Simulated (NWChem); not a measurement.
Lowest excitation of silene (CH4Si)

```
Si
C 1 1.7076
H 2 1.0937 1 122.09
H 2 1.0937 3 115.83 1 180.00
H 1 1.4855 2 122.73 3 180.00
H 1 1.4855 5 114.54 2 180.00
```
Charge 0, spin multiplicity 1.

The numbers come from NWChem runs, not from measurements. The geometry was optimised at PBE0/def2-SVP, a minimum by its harmonic frequencies.

Basis set: def2-SVPD.

```json
[
 {"method": "CIS", "lowest vertical singlet excitation energy (eV)": "5.57", "relative cost": "1", "difference from EOM-CCSD": "+0.13"},
 {"method": "TD-PBE", "lowest vertical singlet excitation energy (eV)": "5.10", "relative cost": "under 3", "difference from EOM-CCSD": "-0.34"},
 {"method": "TD-BHandHLYP", "lowest vertical singlet excitation energy (eV)": "5.16", "relative cost": "under 3", "difference from EOM-CCSD": "-0.27"},
 {"method": "TD-B3LYP", "lowest vertical singlet excitation energy (eV)": "5.11", "relative cost": "under 3", "difference from EOM-CCSD": "-0.32"},
 {"method": "EOM-CCSD", "lowest vertical singlet excitation energy (eV)": "5.43", "relative cost": "4", "difference from EOM-CCSD": "0.00"}
]
```

The values span 0.47 eV, from TD-PBE (lowest) to CIS (highest). Relative cost: rough, from shared machines, SCF included, CIS = 1.

The correlated methods keep 6 core orbitals frozen. B3LYP has NWChem's definition, with VWN1-RPA local correlation. No row is a measurement; the coupled-cluster row has its own basis-set and correlation limits.
